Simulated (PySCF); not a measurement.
# Bonding in `C=C[Si@H](N=C)C(=O)OC`

C₅H₉NO₂Si.
Numbering: `[CH2:1]=[CH:2][Si@H:3]([N:4]=[CH2:5])[C:6](=[O:7])[O:8][CH3:9]` (hydrogens: H10, H11 on C1; H12 on C2; H13 on Si3; H14, H15 on C5; H16, H17, H18 on C9)

Cartesian coordinates in Å at the GFN2-xTB level; atoms count from 1:
```
atom  x, y, z in Å
C1    -2.8980   -1.8216   -0.4981
C2    -1.5942   -1.6338   -0.6275
Si3   -0.6283   -0.2247    0.1602
N4    -0.9773    1.1724   -0.7767
C5    -1.3785    2.3346   -0.5561
C6     1.2386   -0.5065   -0.1827
O7     1.7473   -1.5498   -0.5100
O8     1.9363    0.6161    0.0203
C9     3.3454    0.5555   -0.1818
H10   -3.4142   -2.6504   -0.9585
H11   -3.5135   -1.1482    0.0769
H12   -1.0242   -2.3448   -1.2122
H13   -0.8052   -0.1830    1.6219
H14   -1.4951    3.0206   -1.3913
H15   -1.6311    2.7325    0.4295
H16    3.5694   -0.0356   -1.0716
H17    3.8262    0.0927    0.6824
H18    3.6876    1.5804   -0.3013
```

Bond orders from the PBE0/pcSseg-1 density (PySCF). One conformer (not necessarily the lowest) at the GFN2-xTB geometry, without solvent, vibrations or thermal averaging. GFN2-xTB frequencies show an imaginary mode (23i cm⁻¹), so this geometry is no minimum at that level.

(1) Where do the orders between heavy atoms depart from those drawn in the SMILES?

(2) Set the Mayer orders of the bonds beside their lengths.

Results:

(1) The largest departure is 0.219, at Si3–C6 (drawn single, 0.781). Drawn single, order below 0.88: Si3–C6 (0.781) and O8–C9 (0.859).

(2) 
```tsv
bond	drawn as	length (Å)	Mayer order
C1–C2	double	1.324	2.001
C2–Si3	single	1.881	0.886
Si3–N4	single	1.718	1.025
N4–C5	double	1.249	1.945
Si3–C6	single	1.919	0.781
C6–O7	double	1.206	1.881
C6–O8	single	1.337	1.073
O8–C9	single	1.425	0.859
C1–H10	single	1.080	0.953
C1–H11	single	1.078	0.955
C2–H12	single	1.083	0.937
Si3–H13	single	1.473	0.898
C5–H14	single	1.087	0.936
C5–H15	single	1.092	0.931
C9–H16	single	1.091	0.960
C9–H17	single	1.092	0.968
C9–H18	single	1.087	0.970
```

By pair of heavy elements: C–Si: lowest Si3–C6 (0.781, 1.919 Å), highest C2–Si3 (0.886, 1.881 Å). C–O: lowest O8–C9 (0.859, 1.425 Å), highest C6–O7 (1.881, 1.206 Å).

Problem. Sum the orders of all bonds at each heavy atom with more than one neighbour and set the sums beside the valence in the SMILES.

Solution. C1 3.909 (drawn 4), C2 3.824 (drawn 4), Si3 3.590 (drawn 4), N4 2.970 (drawn 3), C5 3.812 (drawn 4), C6 3.735 (drawn 4), O8 1.932 (drawn 2), C9 3.757 (drawn 4). Orders between atoms that aren't bonded are not in these sums.

For a closed shell the Mayer order of atoms A and B is Σ (PS)μν (PS)νμ over the basis functions μ on A and ν on B, with P the density and S the overlap matrix.

The run behind these numbers computed NMR shieldings as well. Hardware: one thread of an Arm Neoverse V2, shared host with 32 logical CPUs at a one-minute load of 42. Cost: 44 s (grids of density and orbitals included), 0.91 GiB resident at most.
